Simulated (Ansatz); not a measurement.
Cu13Cl2⁻ (relaxed from a model of Cu13(Cl)2, whose bonding it doesn't keep). Charge -1, multiplicity 3. Geometry r2SCAN-D4/def2-SVP, that of the neutral doublet; atoms count from 1.

```xyz
15

Cu    0.0228   -0.1439    0.2143
Cu    1.9792   -1.1923   -0.5899
Cu   -0.2098   -1.0508   -2.0027
Cu    0.2422    0.7808    2.4122
Cu   -1.9160    0.8077    1.1686
Cu   -1.0551   -1.3180    1.9652
Cu    0.0338   -2.5403    0.2025
Cu    0.0201    2.2644    0.2018
Cu    1.1382    1.0419   -1.5390
Cu   -1.4500    0.9017   -1.3551
Cu   -1.9470   -1.3075   -0.3724
Cu    1.9901    1.0351    0.7797
Cu    1.4540   -1.1988    1.7785
Cl    2.0605   -0.8582   -2.8865
Cl   -2.3630    2.7781    0.0228
```

Single mean-field runs in def2-TZVP are fitted with def2-universal-jkfit. The charge -1 triplet is spin-contaminated (final ⟨S²⟩ up to 2.30, 2.00 for a pure state).

(1) Estimate the Mulliken populations from the PBE0/def2-TZVP orbitals of Ansatz.

(2) Where does the spin sit?

(3) And the Mayer bond orders between bonded heavy atoms (over 0.3)?

Answers

(1) 
```tsv
atom	charge (e)	spin (α − β)	d electrons
Cu1	-0.55	0.35	12.37
Cu2	0.02	0.06	9.81
Cu3	0.03	0.20	9.80
Cu4	-0.09	0.33	9.81
Cu5	0.02	0.05	9.81
Cu6	0.09	-0.11	9.79
Cu7	-0.10	0.16	9.81
Cu8	0.03	0.04	9.80
Cu9	0.06	-0.07	9.82
Cu10	0.06	0.19	9.81
Cu11	0.01	0.28	9.80
Cu12	0.01	0.26	9.80
Cu13	0.09	0.21	9.79
Cl14	-0.34	0.02	–
Cl15	-0.34	0.02	–
```
Mulliken values and Mayer orders depend strongly on the basis.

(2) Summed by element: Cu 1.96, Cl 0.04, of 2 unpaired in all. Largest on single atoms: Cu1 0.35, Cu4 0.33, Cu11 0.28.

(3) Cu2–Cu7 0.33 (2.50 Å); Cu2–Cu12 0.36 (2.61 Å); Cu2–Cu13 0.41 (2.43 Å); Cu2–Cl14 0.47 (2.32 Å); Cu3–Cu7 0.31 (2.67 Å); Cu3–Cu10 0.44 (2.40 Å); Cu3–Cu11 0.40 (2.40 Å); Cu3–Cl14 0.33 (2.44 Å); Cu4–Cu5 0.33 (2.49 Å); Cu4–Cu8 0.31 (2.67 Å); Cu4–Cu12 0.37 (2.41 Å); Cu4–Cu13 0.39 (2.41 Å); Cu5–Cu6 0.41 (2.43 Å); Cu5–Cu11 0.36 (2.62 Å); Cu5–Cl15 0.47 (2.32 Å); Cu6–Cu7 0.41 (2.41 Å); Cu7–Cu11 0.36 (2.40 Å); Cu8–Cu9 0.45 (2.40 Å); Cu8–Cu12 0.40 (2.39 Å); Cu8–Cl15 0.33 (2.44 Å); Cu9–Cu12 0.33 (2.47 Å); Cu10–Cu11 0.33 (2.47 Å).
